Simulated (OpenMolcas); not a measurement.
**Nb III: from RASSCF to RASPT2**

```json
{"Program": "OpenMolcas 26.06", "Basis": "ANO-RCC-VTZP [7s6p4d2f1g]", "Scalar Hamiltonian": "DKH2, point nucleus", "Active space": "3 electrons in 9 orbitals (RAS2 4d 5s; RAS3 5p, at most 2 electrons)", "State averaging": "2S+1 = 4 even, 20 roots; 2S+1 = 2 even, 70 roots kept (CI in the orbitals of an earlier block); 2S+1 = 4 odd, 45 roots; 2S+1 = 2 odd, 80 roots kept (CI in the orbitals of an earlier block)", "Spin-orbit coupling": "RASSI with atomic mean-field integrals over the reference wave functions, term energies averaged over their components"}
```

Methods on the same reference wave functions:
A. RASSCF
B. SS-RASPT2, IPEA 0.25 Eh, imaginary shift 0.1 Eh (closed shells correlated: 4s 4p)
C. MS-RASPT2, IPEA 0.25 Eh, imaginary shift 0.1 Eh (closed shells correlated: 4s 4p)

Energies in cm⁻¹ above 4d³ ⁴F_3/2, the measured ground level; measured values from the list in Shadmi, J. Res. Natl. Bur. Stand. 70A, 435 (1966).

| Level | A | B | C | Measured |
| --- | --- | --- | --- | --- |
| 4d³ ⁴F_3/2 | 0.0 | 0.0 | 0.0 | 0.0 |
| 4d³ ⁴F_5/2 | 525 | 537 | 538 | 516 |
| 4d³ ⁴F_7/2 | 1209 | 1224 | 1226 | 1177 |
| 4d³ ⁴F_9/2 | 2013 | 2020 | 2020 | 1939 |
| 4d³ ⁴P_3/2 | 11139 | 8780 | 8770 | 8608 |
| 4d³ ⁴P_1/2 | 11155 | 8850 | 8850 | 8664 |
| 4d³ ²G_7/2 | 11822 | 9720 | 9720 | 9236 |
| 4d³ ⁴P_5/2 | 12066 | 9800 | 9790 | 9594 |
| 4d³ ²G_9/2 | 12426 | 10310 | 10310 | 9804 |
| 4d³ ²P_1/2 | 13653 | 10990 | 10970 |  |
| 4d³ ²P_3/2 [54 %] | 13941 | 11270 | 11250 |  |
| 4d³ ²H_9/2 | 16226 | 13680 | 13680 | 12916 |
| 4d³ ²D_3/2(1) [73 %] | 16421 | 13520 | 13480 |  |
| 4d³ ²H_11/2 | 16616 | 14040 | 14040 | 13264 |
| 4d³ ²D_5/2(1) | 16677 | 13710 | 13700 | 13094 |
| 4d³ ²F_7/2 | 25054 | 20590 | 20450 | 19861 |
| 4d³ ²F_5/2 | 25104 | 20640 | 20570 | 19975 |
| 4d² 5s ⁴F_3/2 | 26772 | 26800 | 26810 | 25220 |
| 4d² 5s ⁴F_5/2 | 27273 | 27300 | 27300 |  |
| 4d² 5s ⁴F_7/2 | 27952 | 27990 | 27990 |  |
| 4d² 5s ⁴F_9/2 | 28803 | 28850 | 28860 | 27374 |
| 4d² 5s ²F_5/2 [73 %] | 37284 | 34830 | 34590 | 33658 |
| 4d² 5s ⁴P_1/2 | 38048 | 36190 | 36190 | 34514 |
| 4d² 5s ²F_7/2 | 38520 | 35730 | 35870 | 35079 |

Deviations, from unrounded energies. A percentage is the sum of absolute deviations over the sum of measured energies, with the sign that they share, or ± where signs differ.

```tsv
Against measurement	Levels	A	B	C
mean absolute deviation (cm-1)	18	2600	660	640
fine structure of the ground term (%)	3	+3.2	+4.0	+4.1
other terms of the ground configuration (%)	10	+26.6	+4.1	+3.9
other configurations (%)	5	+8.7	+4.2	+4.2
```

B, C lie about equally close to measurement and A furthest from it. The largest miss of C in the table is 4d² 5s ⁴P_1/2, by +1700 cm-1. The ranking rests on the paired levels alone, and a cruder setting can come out closer through cancelling errors.

Between B and C the level of the table that moves most is 4d² 5s ²F_5/2 [73 %], by 240 cm-1 (lowest in C, highest in B). Moves below CASPT2's spread within the term are not significant.

The mean deviations of B to C differ by less than CASPT2's widest spread within a term (740 cm-1), so their order carries little weight.

From A to B the spin-free energies of the other terms of 4d³ shown, above ⁴F, scale by factors of 0.78 to 0.83, as is usual when dynamic correlation screens the repulsion within a d or f shell.

The lowest spin-free term lies below A's lowest term by 0.285 hartree in B, 0.285 hartree in C.

Term energies are means over components that CASPT2 splits; among the terms shown or strongly mixed into the levels shown the widest spread is 740 cm-1 (4d² 5s ⁴F, C). Terms from blocks run as CI alone lack orbitals of their own. A single d shell beside an s shell can misplace configurations of different d count against each other. Without dynamic correlation excited terms often stand tens of per cent too high (terms of higher spin than the ground term too low), and those without a measured partner can miss by more than the paired ones (holds for A). Blocks of more than 70 roots (2S+1 = 2 odd) ran without multistate coupling (holds for C). Measured partners are found by configuration, term and J. A level has none where our copy of the source lacks it or the pairing is in doubt (some pairs that miss far off the trend of their configuration count as doubtful), and it then counts in no deviation. Only configurations of the active space appear. Levels that lie high or do not pair safely by name in every column are left out.

A share in square brackets marks a mixed level and gives the weight of the term that names it, the lowest over the columns. A number in round brackets counts repeated terms of one configuration in the order of the reference energies.
